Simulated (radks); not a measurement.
The mean radii <r> (bohr) of the occupied orbitals of an atom or ion are listed with their occupations. Calculated with a radial shooting solver on a logarithmic mesh with Libxc functionals: non-relativistic Kohn-Sham, LB94 model potential, spin-polarised, spherical densities, point nucleus.

orbital  occ.      <r>
1s up       1  0.02486
1s down     1  0.02486
2s up       1   0.1061
2s down     1   0.1061
2p up       3  0.08999
2p down     3  0.08999
3s down     1   0.2755
3s up       1   0.2756
3p down     3   0.2652
3p up       3   0.2653
3d down     5   0.2364
3d up       5   0.2365
4s up       1   0.6235
4s down     1   0.6238
4p up       3   0.6389
4p down     3   0.6393
4d up       5   0.6766
4d down     5   0.6769
5s up       1    1.409
5s down     1    1.413
5p up       3    1.533
5p down     2    1.541
4f up       3   0.8102

Name the element and its charge. Open shells, if any, are filled with parallel spins first.

Answer. Z = 61, promethium, charge +5: Pm5+ in [Kr] 4d10 4f3 5s2 5p5. The 1s radius gives Z: for a bare nucleus <r> = 1.5/Z, 0.02459 bohr for Z = 61, and screening makes it slightly larger (0.02486 here). The occupations add up to 56, and the charge is Z minus that.
